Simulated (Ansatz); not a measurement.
Born–Oppenheimer molecular dynamics of ClGaH2 (4 atoms, charge 0, multiplicity 1). It starts from a relaxed structure.

Computed with RKS PBE0-D4/def2-TZVP (Ansatz).

```yaml
ensemble: NVT, Langevin thermostat
time_step: 0.5 fs
steps_asked: 166
set_temperature: 100 K
friction: 0.001 /fs
seed: 978458
```

First frame:

```xyz
4
Properties=species:S:1:pos:R:3
Ga 0.034 0.000 0.019
H -0.098 0.000 1.570
H 1.311 0.000 -0.870
Cl -1.827 0.000 -1.055
```

Problem. How far do the bonds stretch over the last three quarters of this one trajectory? (Pairs bonded in most of those frames.)

Solution. 
| bond | mean (Å) | spread (Å) | shortest | longest |
| --- | --- | --- | --- | --- |
| Ga1–H2 | 1.557 | 0.004 | 1.55 | 1.57 |
| Ga1–H3 | 1.559 | 0.014 | 1.54 | 1.58 |
| Ga1–Cl4 | 2.151 | 0.008 | 2.14 | 2.16 |

Mean temperature of the second half: 56 K. The mean temperature of the second half is 44 % below the set value. A run of 0.083 ps of so small a system gives no equilibrium averages.

Run time: 2.8 min on 2 threads of Intel(R) Xeon(R) Platinum 8488C (Sapphire Rapids), on a shared host, peak memory 0.22 GiB.
